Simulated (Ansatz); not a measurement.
`OB1CO1` + H₂S → `SB1CO1` + H₂O  (ligand exchange at a B–O bond)

Program: Ansatz. Geometries: PBE0-D4/def2-TZVP. ΔE: electronic, gas phase. CCSD(T)/CBS is the MP2 limit (def2-TZVPP, def2-QZVPP) plus CCSD(T) − MP2 in def2-TZVPP, frozen cores. This one scheme is used for every species. Functionals use def2-TZVPP. One conformer a species, not always the lowest.

CCSD(T)/CBS gives +0.43 eV.

Question: Another level gave +0.40 eV. Which?
A. revPBE/def2-TZVPP
B. BHLYP/def2-TZVPP
C. B2PLYP/def2-TZVPP
D. HF/def2-TZVPP

Answer: A. revPBE 0.40, B2PLYP 0.50, BHLYP 0.58, HF/def2-TZVPP 0.65 eV.

Largest T1 diagnostic among the species: 0.015.

From BLYP to BHLYP (50 % exact exchange), in def2-TZVPP and without D4, ΔE moves by +0.06 eV. The D4 term adds −0.04 eV with B3LYP and −0.02 eV with PBE0; it sums over pairs of atoms, weighted by their polarisabilities, and B3LYP, whose exchange is more repulsive, gets the larger term. In def2-TZVPP, CCSD(T) changes the Hartree–Fock value by −0.18 eV (the triples alone add −0.04 eV) and MP2 by −0.23 eV.

B3LYP here is the variant with VWN-RPA as its local correlation; programs differ in this.
